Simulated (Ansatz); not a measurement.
Calculated with Ansatz (gas phase, PBE0-D4/def2-TZVP geometries, no zero-point term in ΔE). CCSD(T)/CBS adds triple-zeta CCSD(T) − MP2 to the extrapolated MP2 energy (def2 sets, frozen cores). Functionals use def2-TZVPP. Each species was taken in one conformer, which may not be the lowest.

`FB[SiH3]` + `CN[Si](F)(F)OC` → `CNB[SiH3]` + `CO[Si](F)(F)F`  (redistribution)

| level | ΔE (kcal/mol) |
| --- | --- |
| PBE-D4 | -24.2 |
| ωB97M-V | -23.6 |
| PBE0 | -24.4 |
| HF/def2-TZVPP | -22.0 |

Task: What does CCSD(T)/CBS give? (An estimate is asked.)

Result: Ansatz gave: -25.1 kcal/mol. The listed levels differ from it by 0.9, 1.5, 0.7, 3.1 kcal/mol.

Largest T1 diagnostic among the species: 0.014.

In def2-TZVPP, CCSD(T) changes the Hartree–Fock value by −3.0 kcal/mol (the triples alone add −0.5 kcal/mol) and MP2 by −3.7 kcal/mol.
